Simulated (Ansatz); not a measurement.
`C[SiH](N)O[SiH3]` at its PBE0-D4/def2-TZVP geometry, where that method's forces vanish. The species carries charge 0 and has multiplicity 1.

```xyz
14

C     1.5325    1.5379   -0.1828
Si    0.7425   -0.1323   -0.3394
N    -0.1655   -0.2146   -1.7846
O    -0.1472   -0.3648    1.0297
Si   -1.5679   -1.0197    1.4931
H     2.0610    1.6258    0.7689
H     2.2431    1.7125   -0.9934
H     0.7763    2.3275   -0.2154
H     1.7273   -1.2416   -0.4080
H    -0.3975   -1.0913   -2.2194
H    -0.7710    0.5283   -2.0908
H    -1.7345   -2.3901    0.9352
H    -1.5886   -1.0920    2.9750
H    -2.7105   -0.1856    1.0318
```

(1) What forces (eV/Å) does ωB97M-V/def2-TZVPP give on these atoms in the Gaussian-basis code of Ansatz? (Estimate.)

Results:

(1) The calculation gave: 
```
C1   0.018  0.032 -0.002
Si2  0.243 -0.065 -0.014
N3  -0.053 -0.004 -0.042
O4   0.023  0.027  0.034
Si5 -0.248 -0.110  0.114
H6  -0.036 -0.005 -0.066
H7  -0.049 -0.008  0.058
H8   0.048 -0.051  0.001
H9  -0.103  0.113  0.006
H10 -0.005  0.019 -0.007
H11  0.004 -0.016 -0.009
H12  0.024  0.158  0.058
H13 -0.001  0.006 -0.179
H14  0.134 -0.095  0.048
```
